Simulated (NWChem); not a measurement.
Species: CH₆ClNOSi; SMILES NC[Si@H](O)Cl

```xyz
11

N      0.4201    -2.6054    -0.0350
C      0.9190    -1.2517    -0.2632
Si    -0.2561     0.0658     0.3818
O     -1.7695    -0.1184    -0.2785
Cl     0.4887     1.9575    -0.0612
H      0.3579    -2.8062     0.9615
H     -0.5243    -2.7052    -0.4042
H      1.0987    -1.0982    -1.3426
H      1.9120    -1.1378     0.2044
H     -0.4615    -0.0505     1.8480
H     -1.8788     0.1172    -1.2050
```
Atoms are numbered in this order, from 1.

Computed with NWChem. Pople sets run with spherical d functions. All runs use the structure optimised with PBE0/def2-SVP. Atomic charges in e: unrestrained fits to the electrostatic potential beside Mulliken populations; buried atoms are poorly determined by the fit.

Q: Estimate the computed values for Hartree-Fock/6-31G*. Quantities: ESP N1; Mulliken N1; ESP C2; Mulliken C2; ESP Si3; Mulliken Si3; ESP O4; Mulliken O4; ESP Cl5; Mulliken Cl5; relative RMS misfit of the potential (%).

A: The ESP N1 is -0.90. The Mulliken N1 comes out as -0.86 and the ESP C2 is 0.25. The Mulliken C2 comes out as -0.41. The ESP Si3 comes out as 0.77 and the Mulliken Si3 is 1.12. The ESP O4 comes out as -0.72. The Mulliken O4 comes out as -0.89 and the ESP Cl5 is -0.34. The Mulliken Cl5 is -0.39 and the relative RMS misfit of the potential (%) comes out as 27.
